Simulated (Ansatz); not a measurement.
Geometry optimisation, RKS CAM-B3LYP-D4/def2-SVP (Ansatz).

Input:

```yaml
crystal:
  periodic: [false, false, false]
  atoms:
    - { symbol: B, position_ang: [0.261559, 0.495126, -0.153954] }
    - { symbol: Cl, position_ang: [-0.457729, -0.480516, 2.666806] }
    - { symbol: Cl, position_ang: [1.47757, -0.773816, -0.374158] }
    - { symbol: O, position_ang: [-1.002705, 0.310629, -0.557186] }
    - { symbol: H, position_ang: [-1.190505, -0.578628, -0.883383] }
    - { symbol: P, position_ang: [0.734498, 2.176629, 0.634544] }
    - { symbol: H, position_ang: [2.033244, 2.309732, 0.083787] }
    - { symbol: H, position_ang: [0.057294, 3.022789, -0.282065] }
    - { symbol: H, position_ang: [-0.100725, 0.805554, 2.702109] }
basis:
  gaussian: { orbitals: def2-SVP }
hamiltonian:
  xc: cam_b3lyp
  dispersion: d4
relax:
  f_tol: 0.03
  max_steps: 50
output:
  orbitals: {}
```

Command:

```bash
$ ansatz run input.yaml --threads 4 --pin off --max-ram 5120MiB --backend cpu --events-out ev --progress --plain --runs-dir out
```

**Question.** Where does it end, and by what steps?

**Answer.** It converged. After 8 steps the energy has fallen by 0.087 eV; Cl2 moved furthest, 0.46 Å.

| step | energy less start (eV) | largest force component (eV/Å) | accepted |
| --- | --- | --- | --- |
| 0 | 0.0000 | 1.105 | yes |
| 1 | -0.0506 | 0.941 | yes |
| 2 | -0.0182 | 0.633 | no |
| 3 | -0.0728 | 0.269 | yes |
| 4 | -0.0821 | 0.164 | yes |
| 5 | -0.0854 | 0.033 | yes |
| 6 | -0.0858 | 0.034 | yes |
| 7 | -0.0861 | 0.052 | yes |
| 8 | -0.0866 | 0.010 | yes |

```xyz
9
Properties=species:S:1:pos:R:3
B 0.285 0.477 -0.290
Cl -0.551 -0.335 3.098
Cl 1.483 -0.816 -0.473
O -0.973 0.309 -0.715
H -1.157 -0.570 -1.076
P 0.749 2.091 0.647
H 2.008 2.341 0.048
H -0.014 3.009 -0.117
H -0.018 0.781 2.715
```

Whether the end is a true minimum wasn't checked by a vibrational analysis.

Time of the run: 16 s on 4 threads of Arm Neoverse V1, with other jobs on the host, peak memory 0.28 GiB.
